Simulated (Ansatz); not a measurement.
Geometry optimisation, UKS PBE/def2-SVP in Ansatz.

Input file:

```yaml
crystal:
  periodic: [false, false, false]
  atoms:
    - { symbol: Ta, position_ang: [0.39116, -0.314054, -0.026625] }
    - { symbol: F, position_ang: [1.629204, -1.792671, -0.09683] }
    - { symbol: O, position_ang: [0.351107, -0.446911, 1.891211] }
    - { symbol: H, position_ang: [0.571481, -0.292342, 2.823803] }
    - { symbol: F, position_ang: [0.851894, -0.005329, -1.846678] }
    - { symbol: F, position_ang: [-0.108154, 1.513766, 0.069056] }
    - { symbol: Cl, position_ang: [-1.632043, -1.425137, -0.404194] }
    - { symbol: O, position_ang: [2.364471, 0.474871, 0.402187] }
    - { symbol: H, position_ang: [3.063282, -0.012393, -0.10233] }
magnetization:
  spin_polarized: true
  initial_magnetization: 1
basis:
  gaussian: { orbitals: def2-SVP }
hamiltonian:
  xc: pbe
relax:
  f_tol: 0.03
  max_steps: 50
```

Run as:

```bash
$ ansatz run input.yaml --threads 4 --pin off --max-ram 5120MiB --backend cpu --events-out ev --progress --plain --runs-dir out
```

Task: Where does it end, and by what steps?

Result: The forces met the threshold. After 13 steps the energy has fallen by 0.383 eV; H9 moved furthest, 0.80 Å.

| step | energy less start (eV) | largest force component (eV/Å) | accepted |
| --- | --- | --- | --- |
| 0 | 0.0000 | 0.298 | yes |
| 1 | -0.0484 | 0.519 | yes |
| 2 | -0.0781 | 1.126 | yes |
| 3 | -0.1437 | 0.980 | yes |
| 4 | -0.1967 | 0.664 | yes |
| 5 | -0.2230 | 0.249 | yes |
| 6 | -0.2694 | 0.780 | yes |
| 7 | -0.2790 | 1.484 | yes |
| 8 | -0.3661 | 0.408 | yes |
| 9 | -0.3645 | 0.344 | no |
| 10 | -0.3789 | 0.095 | yes |
| 11 | -0.3817 | 0.084 | yes |
| 12 | -0.3823 | 0.042 | yes |
| 13 | -0.3827 | 0.022 | yes |

```xyz
9
Properties=species:S:1:pos:R:3
Ta 0.456 -0.348 -0.224
F 1.492 -1.931 -0.422
O 0.784 -0.569 1.822
H 0.618 0.251 2.339
F 0.783 0.218 -1.989
F -0.257 1.351 0.245
Cl -1.585 -1.455 -0.226
O 2.258 0.443 0.517
H 2.934 -0.260 0.648
```

Whether the end is a true minimum wasn't checked by a vibrational analysis.

Time of the run: 27 s on 4 threads of Intel(R) Xeon(R) 6975P-C (Granite Rapids) (shared host), peak memory 0.29 GiB.
